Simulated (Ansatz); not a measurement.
`S[SiH](Cl)CCl` + `BOB` → `BO[SiH](S)Cl` + `BCCl`  (redistribution)

Computed with Ansatz on PBE0-D4/def2-TZVP structures; ΔE is electronic, products minus reactants. CCSD(T)/CBS adds triple-zeta CCSD(T) − MP2 to the extrapolated MP2 energy (def2 sets, frozen cores). This one scheme is used for every species. Functionals use def2-TZVPP. B3LYP here is the variant with VWN-RPA as its local correlation; programs differ in this. One conformer a species, not always the lowest.

Is it downhill or uphill in electronic energy at CCSD(T)/CBS, and by how much? (Estimate.)

Computed: Uphill: ΔE = +3.3 kcal/mol.

What do these levels give: PBE-D4, r2SCAN-D4, ωB97X-V, ωB97M-V, r2SCAN, PBE0, B3LYP, MP2/def2-TZVPP, HF/def2-QZVPP, SCS-MP2/def2-QZVPP, HF/CBS(def2), MP2/CBS(def2)? (Best estimate.)

Ansatz gave: PBE-D4 3.6, r2SCAN-D4 2.0, ωB97X-V 2.7, ωB97M-V 3.0, r2SCAN 1.9, PBE0 2.9, B3LYP 1.9, MP2/def2-TZVPP 3.8, HF/def2-QZVPP 0.5, SCS-MP2/def2-QZVPP 3.2, HF/CBS(def2) 0.5, MP2/CBS(def2) 3.9 kcal/mol.

Largest T1 diagnostic among the species: 0.012.

In def2-TZVPP, CCSD(T) changes the Hartree–Fock value by +2.5 kcal/mol (the triples alone add +0.6 kcal/mol) and MP2 by +3.1 kcal/mol.
